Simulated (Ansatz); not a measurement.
A structure relaxed at PBE0-D4/def2-TZVP in Ansatz, charge 1, doublet:

```
atom   x (Å)   y (Å)   z (Å)
 Ge1   0.164  -1.268  -0.426
 Sn2  -0.071   0.133   1.708
 Sn3  -0.094   1.135  -1.282
```

Give its formula and point group.

Sn₂Ge⁺. Point group C2v (tolerance 0.1 Å).

Summarise the bond lengths by kind (pairs closer than 1.2 times the sum of covalent radii, bridged metal pairs left out).

2 × Ge–Sn 2.56 Å; 1 × Sn–Sn 3.15 Å.

In the def2 sets Sn takes a core potential; there is no spin–orbit coupling. The charge 1 doublet is spin-contaminated (final ⟨S²⟩ up to 1.04, 0.75 for a pure state). Another isomer (doublet) lies 0.11 eV lower at PBE0-D4/def2-TZVP; other spin states weren't run for this one.
